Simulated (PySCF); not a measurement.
# Spectroscopy problems

Calculated, not measured (PySCF 2.14): GIAO PBE0/pcSseg-1 shieldings, coordinates at the GFN2-xTB level. Rapidly exchanging positions averaged, relativity neglected, a single conformation, gas phase.

Referencing at the same level of theory: 1H (σref 31.72) and 13C (σref 186.93) against TMS. Splittings of carbon signals by F and P are missing where no couplings were computed. Where no couplings were computed, multiplicities follow the n + 1 count of equivalent neighbours, and m marks all less simple cases (inequivalent or close neighbours, rings, F or P nearby). Acid and N–H amide carbonyl carbons lie up to 10 ppm further downfield in solution (hydrogen bonding). Shifts are as computed. Against solution values, carbons near 30 ppm lie about +3 ppm off and those near 130 ppm about +5 ppm (rms about the fit 2.1 ppm; single classes can miss by 10 ppm). Of 1328 compounds with measured shifts, 309 miss one by over three times the rms of a fit or turn the order of signals round; such compounds aren't used in these exercises. Signals without a measured value on file couldn't be tested in this way; 1H shifts scatter by 0.2 ppm about their fit, and single ones miss by 0.5 ppm. OH and NH positions are gas-phase values without hydrogen bonding to other molecules.

Q: C$_{7}$H$_{7}$NO. 1H NMR (300 MHz, computed): δ 4.88 (br, 1H), 3.14 (d, 3H), 2.20 (s, 3H). 13C{1H} NMR (computed): δ 154.1 (C), 88.5 (C), 78.1 (C), 72.5 (C), 71.5 (C), 25.9 (CH3), 5.6 (CH3). What is it?

A: SMILES CC#CC#CC(=O)NC. Rings plus π bonds: 5 (no ring in the answer). 7 carbon signals for 7 carbons: no two carbons are equivalent. Carbon types of the structure: 5 × C, 2 × CH3, leaving 1 H on heteroatoms. δC 154.1: amide carbonyl carbon; lone-pair donation from the attached heteroatom keeps it upfield of a ketone carbonyl. δC 88.5, 78.1, 72.5, 71.5: alkyne carbon; sp carbons lie upfield of alkene carbons because the cylindrical π system leaves one tensor component strongly shielded. δC 25.9: methyl carbon bonded to N; deshielded by the electronegative neighbour. δH 3.14: hydrogen on a methyl carbon bonded to N; its carbon carries N, hence the downfield position.

The data come from this structure; uniqueness wasn't tested.

Q: C$_{7}$H$_{7}$NO. 1H NMR (600 MHz, computed): δ 8.41 (d, 1H), 7.32 (d, 1H), 6.70 (m, 1H), 6.48 (br, 1H), 5.94 (m, 1H), 5.87 (m, 1H), 5.86 (d, 1H). 13C{1H} NMR (computed): δ 157.9 (CH), 156.1 (C), 144.7 (CH), 135.3 (C), 124.0 (CH), 121.8 (CH), 120.9 (CH2). What is it?

A: `N(C1=CC=CC1=C)C=O`. Rings plus π bonds: 5 (1 ring in the answer). 7 carbon signals for 7 carbons: no two carbons are equivalent. Carbon types of the structure: 2 × C, 4 × CH, 1 × CH2, leaving 1 H on heteroatoms. δC 157.9: amide carbonyl carbon; it is a carbonyl in resonance with an O or N lone pair, the region of acids, esters and amides. δC 156.1: fully substituted alkene carbon; as expected for a trigonal carbon in a double bond. δC 135.3: alkene carbon bearing nitrogen; an sp2 carbon further deshielded by the attached heteroatom. δC 120.9: terminal =CH2 carbon; as expected for a trigonal carbon in a double bond.

The shifts were computed for this structure.

Q: C$_{6}$H$_{13}$P. 1H NMR (600 MHz, computed): δ 8.86 (m, 1H), 2.32 (m, 3H), 1.93 (m, 1H), 1.73 (m, 2H), 1.12 (d, 6H). 13C{1H} NMR (computed): δ 198.4, 44.1, 30.4, 26.2, 21.9. What is it?

A: `InChI=1S/C6H13P/c1-4-7-5-6(2)3/h4,6H,5H2,1-3H3`. 5 carbon signals for 6 carbons: some carbons are equivalent by symmetry or fast rotation. Carbon types of the structure: 2 × CH, 1 × CH2, 3 × CH3, which accounts for all hydrogens. δC 198.4: carbon double-bonded to a heavier main-group atom. δC 30.4: sp3 CH; a saturated carbon with 3 carbon neighbours and no heteroatom attached. δC 26.2, 21.9: methyl carbon; aliphatic region, no heteroatom directly attached. δH 8.86: hydrogen on a carbon double-bonded to a heavier main-group atom.

The data come from this structure; uniqueness wasn't tested.
